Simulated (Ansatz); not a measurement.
Abridged output of a molecular run in Ansatz:

```
Functional definition: HF
1455 factors; integrals over basis functions are off by at most 1.1e-3 eV
mean field evaluation 1: about -27817.2878 eV, gradient 2.7e1 eV
mean field evaluation 2: about -27817.5721 eV, gradient 2.7e1 eV
mean field evaluation 4: about -27819.8756 eV, gradient 3.3e0 eV
mean field evaluation 8: about -27819.9222 eV, gradient 3.5e-1 eV
mean field -27819.92305207 eV, -1022.3633151423 hartree, gradient 6.1e-6 eV, S^2 0.000000; 0 other end points of the search recorded, 0 dependent functions left out
13 core orbitals not correlated: weight in the atoms' cores, before any rotation towards them, 1.000 or more for the frozen orbitals, at most 0.000 for the correlated occupied ones
reference -27819.92305207 eV, -1022.3633151423 hartree; 15, 15 occupied and 219, 219 virtual orbitals, 1455 factors
second order -22.76109405 eV of doubles, -0.00000000 eV of singles
cycle   1  -23.57117285 eV  change   -8.1e-1 eV  update   1.1e-1
cycle   2  -24.14777723 eV  change   -5.8e-1 eV  update   3.0e-2
cycle   3  -24.27302253 eV  change   -1.3e-1 eV  update   1.5e-2
cycle   4  -24.26492082 eV  change    8.1e-3 eV  update   3.4e-3
cycle   5  -24.26359538 eV  change    1.3e-3 eV  update   1.4e-3
cycle   6  -24.26362734 eV  change   -3.2e-5 eV  update   4.3e-4
cycle   7  -24.26346951 eV  change    1.6e-4 eV  update   1.7e-4
cycle   8  -24.26347888 eV  change   -9.4e-6 eV  update   6.4e-5
cycle   9  -24.26349310 eV  change   -1.4e-5 eV  update   2.6e-5
perturbative correction -1.10258752 eV, -0.0405193440 hartree
Total energy: -27845.28913269 eV, -1023.2955014114 hartree
```

Its atoms:

Cartesian coordinates in Å:
```
B 0.695 0.176 -1.282
C 0.355 0.153 0.239
C -1.020 -0.074 0.780
Cl 1.178 -1.519 -0.122
Cl 1.347 1.077 1.342
H -0.166 -0.157 -2.038
H 1.714 0.673 -1.644
H -1.518 0.897 0.842
H -0.999 -0.512 1.779
H -1.586 -0.715 0.105
```

Q: Which basis set was used?
A. def2-SVP
B. def2-QZVPP
C. def2-TZVPP
D. def2-SVPD

A: C. It gives 247 functions.

Q: Write the keys of the input that set method, charge and spin (a neutral closed shell needs none for the last two).

A: 
```yaml
correlation: {method: ccsd_t}
```
